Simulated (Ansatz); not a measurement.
Ansatz (a quantum-chemistry and plane-wave program) input (PBE0/def2-TZVPD):

Ansatz 0.2 input:
```yaml
crystal:
  periodic: [false, false, false]
  atoms:
    - {symbol: C, position_ang: [-0.98968946, 1.30693810, -1.13214169]}
    - {symbol: Si, position_ang: [-0.09837994, -0.10719018, -0.30211306]}
    - {symbol: C, position_ang: [1.43519159, -0.59691301, -1.24628938]}
    - {symbol: C, position_ang: [-1.23114449, -1.56602427, -0.03418289]}
    - {symbol: Cl, position_ang: [0.51540278, 0.56155876, 1.58274044]}
    - {symbol: H, position_ang: [-1.33349510, 1.00939206, -2.12632547]}
    - {symbol: H, position_ang: [-1.85969465, 1.61633297, -0.55057462]}
    - {symbol: H, position_ang: [-0.33301549, 2.17122250, -1.24459730]}
    - {symbol: H, position_ang: [1.97413694, -1.39372995, -0.73104656]}
    - {symbol: H, position_ang: [1.16971437, -0.95595719, -2.24416035]}
    - {symbol: H, position_ang: [2.11238821, 0.25125840, -1.35971106]}
    - {symbol: H, position_ang: [-1.58274961, -1.95637264, -0.99290045]}
    - {symbol: H, position_ang: [-2.10319321, -1.28094433, 0.55667661]}
    - {symbol: H, position_ang: [-0.71476532, -2.37104315, 0.49131842]}
basis:
  gaussian:
    orbitals: def2-TZVPD
hamiltonian:
  xc: {name: PBE0}
output: {forces: true}
```

Output:

```
Functional definition: PBE0
integrals: 0.28 GiB planned
1585 factors; their error is unknown
0.40 GiB of the device are held for the grids
1.71 GiB of device memory are held for the factors and their scratch space
mean field: 1.90 GiB planned
mean field evaluation 1: about -23638.1186 eV, gradient 7.8e1 eV
mean field evaluation 2: about -23634.9414 eV, gradient 8.0e1 eV
mean field evaluation 4: about -23651.3137 eV, gradient 3.6e0 eV
mean field evaluation 8: about -23651.3426 eV, gradient 2.3e-2 eV
mean field evaluation 16: about -23651.3539 eV, gradient 2.2e-4 eV
mean field -23651.35385798 eV, -869.1712228173 hartree, gradient 2.4e-5 eV, S^2 0.000000; 0 other end points of the search recorded, 0 dependent functions left out
the calculation of the forces begins
reference -23651.35390838 eV, -869.1712246694 hartree; 29, 29 occupied and 252, 252 virtual orbitals, 1585 factors
Total energy: -23651.35390838 eV, -869.1712246694 hartree
Atom 0 at    -0.989689     1.306938    -1.132142 Å, force     0.039343    -0.054037     0.043260 eV/Å
Atom 1 at    -0.098380    -0.107190    -0.302113 Å, force     0.017499     0.019178     0.054031 eV/Å
Atom 2 at     1.435192    -0.596913    -1.246289 Å, force    -0.059332     0.023330     0.047998 eV/Å
Atom 3 at    -1.231144    -1.566024    -0.034183 Å, force     0.049148     0.062626    -0.001325 eV/Å
Atom 4 at     0.515403     0.561559     1.582740 Å, force    -0.045282    -0.049330    -0.139038 eV/Å
Atom 5 at    -1.333495     1.009392    -2.126325 Å, force    -0.007256    -0.013703    -0.026895 eV/Å
Atom 6 at    -1.859695     1.616333    -0.550575 Å, force    -0.027880     0.006498     0.022826 eV/Å
Atom 7 at    -0.333015     2.171222    -1.244597 Å, force     0.025755     0.025999    -0.001537 eV/Å
Atom 8 at     1.974137    -1.393730    -0.731047 Å, force     0.014320    -0.026534     0.020803 eV/Å
Atom 9 at     1.169714    -0.955957    -2.244160 Å, force    -0.013168    -0.009065    -0.026615 eV/Å
Atom 10 at     2.112388     0.251258    -1.359711 Å, force     0.019171     0.031189    -0.001257 eV/Å
Atom 11 at    -1.582750    -1.956373    -0.992900 Å, force    -0.006668    -0.006706    -0.029569 eV/Å
Atom 12 at    -2.103193    -1.280944     0.556677 Å, force    -0.027214     0.014421     0.019797 eV/Å
Atom 13 at    -0.714765    -2.371043     0.491318 Å, force     0.021564    -0.023868     0.017520 eV/Å
Dipole moment:    -0.140519    -0.153107    -0.431527 e Å
```
